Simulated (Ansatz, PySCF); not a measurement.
Gas-phase reaction (SMILES): [SiH3][SiH2][SiH]([SiH3])[SiH3] + 4 [H][H] (H2) -> 5 [SiH4] (SiH4); energy of full hydrogenation.

Structures are relaxed separately at B3LYP-D3(BJ)/def2-TZVP in Ansatz (a quantum-chemistry and plane-wave program), one conformer each, not searched for the lowest. Correlated levels leave the core frozen unless marked. No spin-orbit coupling. No relativistic terms. CBS marks a two-point X^-3 extrapolation of the correlation energy; Hartree-Fock from the larger set. Thermal terms are rigid-rotor harmonic-oscillator values from B3LYP-D3(BJ) frequencies (Ansatz or PySCF) at 298.15 K and 1 atm. 1 Eh = 627.5095 kcal/mol.

```tsv
species	E, CCSD(T)/CBS(cc-pV(T+d)Z,cc-pV(Q+d)Z) (Ansatz) (Eh)	E, PBE/def2-TZVPD (Ansatz) (Eh)	H - E (Eh)
[SiH3][SiH2][SiH]([SiH3])[SiH3]	-1452.57524	-1453.93463	0.11490
[H][H] (H2)	-1.17450	-1.16589	0.01336
[SiH4] (SiH4)	-291.45815	-291.72111	0.03520
```

Q: Work out ΔE and ΔH at 298.15 K at the first level, then ΔH at the second.

A: 
1. ΔE = [5×(-291.45815)] - [(-1452.57524) + 4×(-1.17450)] = -0.01751 Eh = -11.0 kcal/mol at CCSD(T)/CBS(cc-pV(T+d)Z,cc-pV(Q+d)Z).
2. The terms H - E add up to 0.00766 Eh, so ΔH = (-0.01751 + (0.00766))×627.5095 = -6.2 kcal/mol.
3. At PBE/def2-TZVPD the same steps give ΔE = -4.6 and ΔH = 0.2 kcal/mol, a shift of +6.4 from the first level.
4. These values are not checked against measurement here, since the tables used lack a sound gas-phase enthalpy of formation for at least one species.
